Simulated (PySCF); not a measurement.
C5H6N, SMILES c1cc[nH+]cc1, charge +1. Geometry: PBE-D3(BJ)/def2-SVP. The isomer is the one that the SMILES or the coordinates give; other isomers of the formula were not compared.

Computed equilibrium geometry at PBE-D3(BJ)/def2-SVP (PySCF confirms it by a frequency run) as a Z-matrix, and its point group:
point group C2v.
```
N
H 1 1.0290
C 1 1.3568 2 118.30
C 1 1.3568 2 118.30 3 180.00
C 4 1.3930 1 119.23 2 180.00
C 3 1.3930 1 119.23 2 180.00
H 6 1.0991 3 119.40 1 180.00
H 5 1.0991 4 119.40 1 180.00
H 4 1.0994 1 116.94 2 0.00
H 3 1.0994 1 116.94 2 0.00
C 5 1.4060 8 121.50 4 180.00
H 11 1.1007 5 120.03 8 0.00
```
Charge +1, spin multiplicity 1.
